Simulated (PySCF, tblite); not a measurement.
Isomers of C5H5Cl3F (doublet state). Calculated harmonic vibrations of the isolated species, GFN2-xTB (tblite), most abundant isotopes, no scaling. This tight-binding method is rough: wavenumbers can miss measured ones by several per cent, in bad cases by 10 to 20. One conformer each. Open shells enter through the occupations alone, without spin polarisation, and single modes of such species can be off by tens of per cent.

Electronic energies: B3LYP/pcH-1 single points on the GFN2-xTB geometries (PySCF, gas phase).

| SMILES | electronic energy, lowest = 0 (kcal/mol) |
| --- | --- |
| [CH2]/C=C/[C@H](F)C(Cl)(Cl)Cl | 3.5 |
| C/C=C/[C](F)C(Cl)(Cl)Cl | 0.0 |
| C/[C]=C/[C@H](F)C(Cl)(Cl)Cl | 25.2 |

Q: How do GFN2-xTB zero-point energies change the relative energies?

A: 
```tsv
SMILES	ZPE (kcal/mol)	of it from modes above 1550 cm⁻¹	electronic (kcal/mol)	with ZPE, lowest = 0 (kcal/mol)	lowest mode (cm⁻¹)	rings
C/C=C/[C](F)C(Cl)(Cl)Cl	52.7	21.7	0.0	0.0	13	0
[CH2]/C=C/[C@H](F)C(Cl)(Cl)Cl	52.5	21.9	3.5	3.3	42	0
C/[C]=C/[C@H](F)C(Cl)(Cl)Cl	51.9	23.6	25.2	24.4	19	0
```

The zero-point energies span 0.8 kcal/mol, from `C/[C]=C/[C@H](F)C(Cl)(Cl)Cl` to `C/C=C/[C](F)C(Cl)(Cl)Cl`. The order is unchanged.

Q: And how do the electronic energies of GFN2-xTB itself compare?

A: `C/C=C/[C](F)C(Cl)(Cl)Cl` 0.0; `[CH2]/C=C/[C@H](F)C(Cl)(Cl)Cl` 10.0; `C/[C]=C/[C@H](F)C(Cl)(Cl)Cl` 29.5 kcal/mol, lowest = 0. Against the energies above, taken from the same isomer `C/C=C/[C](F)C(Cl)(Cl)Cl`, the largest difference is 6.5 kcal/mol.
